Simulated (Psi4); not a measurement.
Method: SAPT0/jun-cc-pVDZ, frozen core (Psi4 1.11).

Psi4 input:

```
molecule {
0 1
Cl 0.64100294 -0.00000000 -0.00000000
H -0.64100294 0.00000000 0.00000000
--
0 1
F 3.99216695 2.14616028 -0.76949674
C 3.81280472 0.95541974 -0.20166504
C 3.80539650 -0.19241488 -0.98248575
F 3.97820055 -0.10378775 -2.29945565
C 3.61772689 -1.43380040 -0.39021477
F 3.61040234 -2.53410639 -1.13963144
C 3.43773324 -1.52787586 0.98300434
F 3.25838785 -2.71872027 1.55063786
C 3.44515406 -0.38000135 1.76374755
F 3.27232980 -0.46889009 3.08068728
C 3.63281834 0.86143497 1.17155584
F 3.64015381 1.96178277 1.92091920
units angstrom
symmetry c1
no_reorient
no_com
}
set basis jun-cc-pvdz
set scf_type df
set freeze_core true
energy('sapt0')
```

Part of the output:

```
    SAPT Results
  --------------------------------------------------------------------------------------------------------
    Electrostatics                 -5.29003035 [mEh]      -3.31954416 [kcal/mol]     -13.88897277 [kJ/mol]
      Elst10,r                     -5.29003035 [mEh]      -3.31954416 [kcal/mol]     -13.88897277 [kJ/mol]

    Exchange                       13.06769199 [mEh]       8.20010052 [kcal/mol]      34.30922058 [kJ/mol]
      Exch10                       13.06769199 [mEh]       8.20010052 [kcal/mol]      34.30922058 [kJ/mol]
      Exch10(S^2)                  13.02782061 [mEh]       8.17508086 [kcal/mol]      34.20453831 [kJ/mol]

    Induction                      -1.23262281 [mEh]      -0.77348249 [kcal/mol]      -3.23625075 [kJ/mol]
      Ind20,r                      -5.66860735 [mEh]      -3.55710481 [kcal/mol]     -14.88292653 [kJ/mol]
      Exch-Ind20,r                  5.12828279 [mEh]       3.21804603 [kcal/mol]      13.46430461 [kJ/mol]
      delta HF,r (2)               -0.69229826 [mEh]      -0.43442372 [kcal/mol]      -1.81762883 [kJ/mol]

    Dispersion                     -6.65895235 [mEh]      -4.17855568 [kcal/mol]     -17.48307697 [kJ/mol]
      Disp20                       -7.66700954 [mEh]      -4.81112112 [kcal/mol]     -20.12973076 [kJ/mol]
      Exch-Disp20                   1.00805719 [mEh]       0.63256544 [kcal/mol]       2.64665379 [kJ/mol]
      Disp20 (SS)                  -3.83350477 [mEh]      -2.40556056 [kcal/mol]     -10.06486538 [kJ/mol]
      Disp20 (OS)                  -3.83350477 [mEh]      -2.40556056 [kcal/mol]     -10.06486538 [kJ/mol]
      Exch-Disp20 (SS)              0.55490966 [mEh]       0.34821107 [kcal/mol]       1.45691510 [kJ/mol]
      Exch-Disp20 (OS)              0.45314754 [mEh]       0.28435437 [kcal/mol]       1.18973869 [kJ/mol]

  Total HF                          6.54503883 [mEh]       4.10707387 [kcal/mol]      17.18399707 [kJ/mol]
  Total SAPT0                      -0.11391352 [mEh]      -0.07148181 [kcal/mol]      -0.29907990 [kJ/mol]
```
